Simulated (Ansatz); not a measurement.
Barrier from R1 to the saddle point P1, each structure at its B3LYP-D3(BJ)/def2-TZVP stationary point, reached from a drawn start; harmonic modes at that level show the others as minima.
R1, NH3 (SMILES N) (charge 0, multiplicity 1, Z-matrix in Å and degrees):
```
N
H 1 1.0136
H 1 1.0136 2 107.32
H 1 1.0136 2 107.32 3 115.09
```
P1, H3N, a first-order saddle point (one imaginary mode, 800i cm⁻¹) (charge 0, multiplicity 1):
```xyz
4

N      0.000     0.000     0.000
H      0.997     0.000     0.000
H     -0.499     0.864     0.000
H     -0.499    -0.864     0.000
```

P less R. No zero-point or thermal terms. No path was followed down from the saddle.

Cores are frozen in the correlated methods.

The values were computed with Ansatz (Gaussian orbitals). No computed number here is a measurement.

Total energies in hartree:

```
structure  PBE/def2-TZVPP  B3LYP/def2-TZVPP  CCSD(T)/cc-pVQZ
---------  --------------  ----------------  ---------------
R1             -56.510610        -56.588616       -56.492970
P1             -56.502348        -56.581006       -56.483806
```

Work out the barrier height at each level in kcal/mol (1 hartree = 627.50947 kcal/mol), and say how far PBE/def2-TZVPP lies from CCSD(T)/cc-pVQZ.


- PBE/def2-TZVPP: (-56.502348) − (-56.510610) = 0.008262 hartree = 5.18 kcal/mol
- B3LYP/def2-TZVPP: (-56.581006) − (-56.588616) = 0.007610 hartree = 4.78 kcal/mol
- CCSD(T)/cc-pVQZ: (-56.483806) − (-56.492970) = 0.009164 hartree = 5.75 kcal/mol
PBE/def2-TZVPP less CCSD(T)/cc-pVQZ: -0.57 kcal/mol. CCSD(T)/cc-pVQZ is the level counted from, the highest shown, and no exact or measured value.

Ansatz is an electronic-structure program.
